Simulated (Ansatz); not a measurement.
The pair A = HI (SMILES I) (first 2 atoms), B = H4OSi (SMILES O[SiH3]); geometry from B3LYP-D3(BJ)/def2-TZVP.
(charge 0, multiplicity 1):
```xyz
8

I     -0.423    -1.170    -0.633
H     -0.576    -0.960     0.973
O     -0.660    -0.554     2.948
Si     0.192     0.703     3.624
H     -1.258    -1.066     3.499
H     -0.724     1.721     4.190
H      0.980     1.273     2.516
H      1.085     0.218     4.703
```

Frozen-core correlation. Filled d and f shells under p-block atoms count as core. MP2 and its Hartree–Fock in def2-QZVPPD are density fitted.

The values were computed with Ansatz (Gaussian basis) for Hartree–Fock, density functionals and correlated methods.  In def2 rows elements past Kr take small-core potentials, without spin–orbit coupling.

The counterpoise-corrected interaction energy is E(AB) − E(A in the pair's basis) − E(B in the pair's basis). Total energies (hartree):

```tsv
level	AB	A in the pair's basis	B in the pair's basis
HF/def2-TZVPPD	-663.4542884	-297.2426246	-366.2108436
MP2/def2-TZVPPD	-663.9884377	-297.3937699	-366.5898339
HF/def2-QZVPPD	-663.4680812	-297.2437579	-366.2235052
MP2/def2-QZVPPD	-664.0491356	-297.4134887	-366.6302649
MP2/def2-SVPD	-663.6793450	-297.3482236	-366.3264185
CCSD(T)/def2-SVPD	-663.7329612	-297.3671408	-366.3619672
```

Task: Work out the counterpoise-corrected interaction energy at the basis-set limit: extrapolate the MP2 correlation part as X⁻³, take Hartree–Fock from the larger set, and add the CCSD(T) − MP2 difference of def2-SVPD.

Result: 
1. Differences (1 hartree = 627.509 kcal/mol): HF/def2-TZVPPD -0.515; MP2/def2-TZVPPD -3.033; HF/def2-QZVPPD -0.513; MP2/def2-QZVPPD -3.377; MP2/def2-SVPD -2.951; CCSD(T)/def2-SVPD -2.418.
2. Correlation parts, MP2 less HF: -2.519 in def2-TZVPPD (X = 3), -2.864 in def2-QZVPPD (X = 4).
3. Limit (4³·(-2.864) − 3³·(-2.519))/(4³ − 3³) = -3.116; with HF/def2-QZVPPD it gives -3.629.
4. CCSD(T) less MP2 in def2-SVPD: 0.533.
Result: -3.10 kcal/mol, against -3.03 at MP2/def2-TZVPPD. It is an estimate of this method's limit, not of the exact value.

Ansatz is a first-principles code.
